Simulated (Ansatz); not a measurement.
Ru₃⁻. Total charge -1; sextet. Geometry PBE-D4/def2-TZVPD; atoms count from 1.

```xyz
3

Ru   -1.441    0.597   -0.891
Ru    1.010   -1.317    0.687
Ru    0.431    0.720    0.204
```

In the def2 sets Ru takes a core potential; there is no spin–orbit coupling. The charge -1 sextet is spin-contaminated (final ⟨S²⟩ up to 10.02, 8.75 for a pure state). At PBE0-D4/def2-TZVPD a doublet of charge -1 lies 0.46 eV below the sextet, each at its own geometry. That doublet is doubtful there (⟨S²⟩ 3.34, where a pure state has 0.75). The structure comes from a short search, and lower isomers may exist.

(1) Estimate the Mulliken populations from the PBE0/def2-TZVPD orbitals of Ansatz.

(2) Where does the spin sit?

(3) And the Mayer bond orders between bonded heavy atoms (over 0.3)?

Results:

(1) 
```
atom  charge (e)  spin (α − β)  d electrons
 Ru1       -0.33          3.11         7.05
 Ru2       -0.38         -0.41         7.10
 Ru3       -0.29          2.31         6.90
```
Mulliken values and Mayer orders depend strongly on the basis. With diffuse functions, as here, like atoms can get unlike values, and bond orders can come out too low or too high.

(2) Summed by element: Ru 5.00, of 5 unpaired in all. Largest on single atoms: Ru1 3.11, Ru3 2.31, Ru2 -0.41.

(3) Ru1–Ru2 0.82 (3.49 Å); Ru1–Ru3 2.23 (2.17 Å); Ru2–Ru3 2.33 (2.17 Å).
